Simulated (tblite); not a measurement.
C₆H₆O₃.
SMILES with atom numbers: `[CH3:1][C@H:2]1[O:3][C:4](=[O:5])[CH:6]=[CH:7][C:8]1=[O:9]` (hydrogens: H10, H11, H12 on C1; H13 on C2; H14 on C6; H15 on C7)

Cartesian coordinates in Å at the GFN2-xTB level; atoms count from 1:
```
atom  x, y, z in Å
C1    -1.754   -0.613   -0.130
C2    -0.579   -0.312    0.814
O3     0.453   -1.266    0.606
C4     1.489   -1.041   -0.209
O5     2.268   -1.927   -0.447
C6     1.660    0.332   -0.746
C7     0.909    1.356   -0.337
C8    -0.194    1.143    0.610
O9    -0.809    2.040    1.134
H10   -1.450   -0.475   -1.166
H11   -2.071   -1.643    0.009
H12   -2.581    0.055    0.093
H13   -0.906   -0.461    1.850
H14    2.477    0.449   -1.443
H15    1.083    2.372   -0.661
```

All values are computed: GFN2-xTB (tblite) harmonic vibrations without scaling, gas phase. This tight-binding method is rough: wavenumbers can miss measured ones by several per cent, in bad cases by 10 to 20. One conformer, not necessarily the lowest.

Harmonic wavenumbers (cm⁻¹): 54.9, 93.8, 199.7, 204.0, 252.0, 380.0, 402.9, 424.6, 465.2, 544.2, 604.0, 721.3, 761.4, 773.9, 838.4, 879.1, 941.2, 968.4, 1018.1, 1062.7, 1083.4, 1127.0, 1163.6, 1226.2, 1245.5, 1292.7, 1302.8, 1386.1, 1468.0, 1480.2, 1653.9, 1738.6, 1745.7, 2930.5, 3034.5, 3053.2, 3058.4, 3071.3, 3093.7.

A = 2962, B = 1461, C = 1114 MHz; mass 126.032 u (most abundant isotopes); point group C1, symmetry number 1.

Question: Zero-point energy?

Answer: Half the sum of the wavenumbers: 23873 cm⁻¹ = 68.25 kcal/mol.

Question: What is S at 298.15 K and 1 bar for an ideal gas of classical rigid rotors and harmonic oscillators?

Answer: Translation 40.43, rotation 28.59, vibration 20.60: S = 89.6 cal/(mol K).

Question: And Cp and H(298.15 K) − H(0)?

Answer: Cp = 31.89 cal/(mol K), of which vibrations give 23.94 (their classical limit is 39 R = 77.5); H(298.15 K) − H(0) = 5.76 kcal/mol without the zero-point energy, 3.39 from vibrations.

Question: How do the functions run with temperature in this model?

Answer: 
```
T (K)  S (cal/(mol K))  Cp (cal/(mol K))  H − H(0) (kcal/mol)  G − H(0) (kcal/mol)  ln q(vib)
  100             65.7              15.2                 1.12                -5.45       1.06
  200             78.7              23.4                 3.04               -12.70       2.81
  300             89.8              32.0                 5.82               -21.13       4.69
  500            109.9              47.1                13.81               -41.15       8.61
  800            135.4              60.9                30.22               -78.07      14.43
 1000            149.6              66.7                43.02              -106.61      18.07
```

q(vib) and H(0) count from the zero-point level.

Question: Blend soft modes into free rotors: weight 1/[1 + (100 cm⁻¹/ν̃)⁴] for the oscillator and the rest for a rotor with moment μB/(μ + B), μ = h/(8π²ν), B = 10⁻⁴⁴ kg m². What vibrational entropy results?

Answer: 19.17 cal/(mol K) in place of 20.60, which changes −T·S at 298.15 K by +0.43 kcal/mol.

Hindered rotation and anharmonicity are outside this model. Other conformers, if any are populated, would add a mixing term that is left out. The structure is chiral; the term R ln 2 for an equal mix with its mirror image is left out.
